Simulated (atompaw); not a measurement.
## potassium: variants of one PAW (atompaw) potential

Base potential:

- Element: K (Z = 19)
- Generator: atompaw 4.2.0.5
- Type: PAW
- Functional: PBEsol
- Relativity: scalar-relativistic
- Frozen core: [Ne]
- Valence charge: 9
- Reference configuration: 3s2 3p6 4s1 4p0
- Partial waves: 3s (bound): rc 1.90 bohr; 4s (bound): rc 2.30 bohr; 3p (bound): rc 2.05 bohr; 4p (bound, empty): rc 2.30 bohr; 3d channel at -0.05 Ry: rc 2.30 bohr; 3d channel at 1.2 Ry: rc 2.10 bohr
- Local potential: vpsmatchnc scheme with l = 3 at 0.5 Ry, radius 1.80 bohr
- Core correction: smooth core density matched at 2.05 bohr
- Augmentation charge: sinc compensation charge, radius 1.65 bohr; PAW radius 2.30 bohr; waves and projectors: custom polynom vanderbiltortho

Cutoffs, loose and tight: the cutoffs (Ry, on a coarse ladder) from which the occupation-weighted sum of valence levels, in a spherical-Bessel basis at the reference potential, stays within 10 and 1 mRy of its value at 400 Ry. They see the waves, projectors and local potential, not the compensation charge or the core. A dash means not determined.

| change | outcome | cutoff, loose | cutoff, tight | bound ghosts |
| --- | --- | --- | --- | --- |
| base | generated | 18 Ry | 30 Ry | none |
| wave 3d channel at 1.2 Ry: rc 2.10 bohr becomes 3d channel at 5.48 Ry: rc 2.10 bohr | generated | 18 Ry | 30 Ry | none |
| local potential troulliermartins scheme with l = 3 at 0.5 Ry, radius 1.80 bohr | generated | 18 Ry | 30 Ry | none |
| augmentation gaussian compensation charge, radius 1.65 bohr; PAW radius 2.30 bohr; waves and projectors: custom polynom vanderbiltortho | generated | 18 Ry | 30 Ry | none |
| wave 4p (bound): rc 2.30 bohr becomes 4p (bound): rc 1.78 bohr | generated | 18 Ry | 30 Ry | none |

Q: What comes out with this change to the base: wave 3p (bound): rc 2.05 bohr becomes 3p (bound): rc 1.26 bohr?

A: outcome: generated; cutoff, loose: 25 Ry; cutoff, tight: 50 Ry; bound ghosts: none.

Q: What comes out with this change to the base: augmentation sinc compensation charge, radius 1.65 bohr; PAW radius 2.30 bohr; waves and projectors: custom polynom2 7 10 vanderbiltortho?

A: outcome: generated; cutoff, loose: 18 Ry; cutoff, tight: 25 Ry; bound ghosts: none.

Q: What comes out with this change to the base: augmentation sinc compensation charge, radius 1.65 bohr; PAW radius 2.30 bohr; waves and projectors: custom rrkj gramschmidtortho?

A: outcome: failed: atompaw: The overlap operator has at least one negative eigenvalue!. Cause: the overlap operator built from these waves and projectors is not positive definite.
